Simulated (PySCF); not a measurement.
S²⁺ (sulfur, charge +2): UHF calculation

Configuration: [Ne] 3s1 3p3, high-spin 5S determinant (an excited configuration). Calculation: PySCF 2.14, in aug-cc-pwCVQZ (10s9p7d5f3g, 134 functions); no relativity, point nucleus.

- Total energy: -396.145158 hartree
- One-electron energy: -534.5821 hartree
- Hartree (Coulomb) energy: 163.0262 hartree
- Exchange energy: -24.5893 hartree
- Kinetic energy: 396.14446 hartree
- ⟨S²⟩: 6.0001
- ⟨L²⟩: 0.000
- Sum of ⟨r⟩: 10.58 bohr
- Sum of ⟨r²⟩: 15.32 bohr²
- Density at the nucleus (Gaussians lack the cusp): 2630 bohr⁻³
- Spin density at the nucleus: 10.5 bohr⁻³
- Langevin diamagnetic susceptibility: -12.1 ×10⁻⁶ cm³/mol

| shell | electrons | mean orbital energy (eV) | rms radius, mean of both spins (bohr) |
| --- | --- | --- | --- |
| 1s α | 1 | -2531.1 | 0.113 |
| 1s β | 1 | -2529.4 | 0.113 |
| 2s α | 1 | -272.08 | 0.518 |
| 2s β | 1 | -269.87 | 0.518 |
| 2p α | 3 | -209.30 | 0.491 |
| 2p β | 3 | -206.91 | 0.491 |
| 3s α | 1 | -52.209 | 1.68 |
| 3p α | 3 | -36.415 | 1.87 |

Spin-orbit constants ζ (cm⁻¹) from the X2C one-electron operator on these orbitals (non-relativistic here): bare nucleus, nucleus screened by l(l+1)(2l+1)/3 electrons, and screened by the Breit-Pauli mean field of the electrons.

```json
{"shell": "2p", "bare": "7426", "screened nucleus": "6498", "mean field": "6076"}
{"shell": "3p", "bare": "633.3", "screened nucleus": "554.1", "mean field": "512.5"}
```
